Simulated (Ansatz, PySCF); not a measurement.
Reaction (SMILES): CC[N](C)[GeH3] → [CH2][N]([GeH3])CC + H atom (the C-H bond at the site shown breaks; other sites are not compared here)
Geometries: B3LYP-D3(BJ)/def2-TZVP minima from Ansatz (a program for electronic structure), one conformer each, not searched for the lowest. Frequencies are from Ansatz or PySCF.

Wanted: bond dissociation energy (enthalpy at 298 K, with B3LYP-D3(BJ) rigid-rotor harmonic-oscillator terms), in kJ/mol. Cores are frozen in the correlated levels unless marked. UHF or UKS for open shells. No spin-orbit coupling. The frozen core is the preceding noble-gas configuration, with the filled d and f shells of earlier blocks. Non-relativistic. CBS marks a two-point X^-3 extrapolation of the correlation energy; Hartree-Fock from the larger set.

```csv
level,program,bond dissociation energy (kJ/mol)
HF/6-31G,Ansatz,274.1
PBE-D4/def2-TZVPD,Ansatz + dftd4,357.3
PBE0-D3(BJ)/def2-TZVP,Ansatz + dftd3,362.4
PBE0/def2-TZVP,Ansatz,360.1
```

Task: Predict the CCSD(T)/CBS(cc-pVTZ,cc-pVQZ) result (Ansatz).

Result: 380.1 kJ/mol
